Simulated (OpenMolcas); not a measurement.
# Ni4+: moving or changing the point charges

Ni4+ among 6 point charges of -2 e arranged as a tetragonal octahedron (D4h), 1.95 Å from the ion, with the axial distance 2.281 Å.

```
Program             : OpenMolcas 26.06
Method              : CASSCF
Basis               : ANO-RCC-VDZP [5s4p2d1f]
Scalar Hamiltonian  : DKH2, point nucleus
Active space        : 6 electrons in 5 orbitals (3d)
State averaging     : 2S+1 = 5 even, 5 roots; 2S+1 = 3 even, 45 roots; 2S+1 = 1 even, 50 roots
Spin-orbit coupling : RASSI with atomic mean-field integrals over the reference wave functions
```

Runs around this geometry, states (labels of D4, the rotations of D4h). Energies in cm-1 above the lowest state or level, χT in cm3 K/mol.

```json
{"R (Å)": "1.95", "q (e)": "-2", "Axial / equatorial distance": "1.08", "Ground state": "5E", "First state of that spin": "5B2 1275", "First gap with spin-orbit (degeneracies)": "11.7 (2, 1)", "χT at 300 K": "4.712", "First state of another spin": "3E 28646"}
{"R (Å)": "1.95", "q (e)": "-1.3", "Axial / equatorial distance": "1.17", "Ground state": "5E", "First state of that spin": "5A1 599.7", "First gap with spin-orbit (degeneracies)": "10.6 (1, 2)", "χT at 300 K": "5.185", "First state of another spin": "3E 28946"}
{"R (Å)": "1.78", "q (e)": "-2", "Axial / equatorial distance": "1.17", "Ground state": "5E", "First state of that spin": "5A1 1610", "First gap with spin-orbit (degeneracies)": "27.0 (2, 1)", "χT at 300 K": "4.592", "First state of another spin": "3E 28256"}
{"R (Å)": "1.95", "q (e)": "-2", "Axial / equatorial distance": "1.17", "Ground state": "5E", "First state of that spin": "5A1 907.1", "First gap with spin-orbit (degeneracies)": "23.6 (1, 2)", "χT at 300 K": "4.953", "First state of another spin": "3E 28766"}
{"R (Å)": "2.17", "q (e)": "-2", "Axial / equatorial distance": "1.17", "Ground state": "5E", "First state of that spin": "5A1 422.2", "First gap with spin-orbit (degeneracies)": "8.0 (1, 2)", "χT at 300 K": "5.258", "First state of another spin": "3E 29004"}
```

Taking the first state of the same spin as R^-n, n = -ln(422.2 / 1610) / ln(2.17 / 1.78) = 6.8 between the shortest and longest distance.

Scaling the charges by -1.3 / -2 = 0.65 scales the first state of the same spin by 599.7 / 907.1 = 0.66; with fixed orbitals a first-order splitting would follow the charge.

An orbital doublet at a regular site is open to a Jahn-Teller distortion, which this geometry leaves out. Without dynamic correlation the repulsion within the d shell is too large (B by tens of per cent), so at a given field states of lower spin stand too high. Point charges give a weaker field than real ligands, and real ions of this kind are often low spin; the high spin found here belongs to the model. The ground term spreads over less than 5000 cm-1, several times less than with real ligands, so orbital moments are less quenched and χT lies further from the spin-only value than at real sites (holds for R = 1.95, q = -2, ratio = 1.08; R = 1.95, q = -1.3, ratio = 1.17; R = 1.95, q = -2, ratio = 1.17; R = 2.17, q = -2, ratio = 1.17). Spin-orbit coupling mixes the spin-free states strongly: the lowest level takes only 56 % from its leading state, 5E (holds for R = 2.17, q = -2, ratio = 1.17). Point charges carry no covalency, so the field is a model and not that of real ligands. No measured value stands beside these numbers.
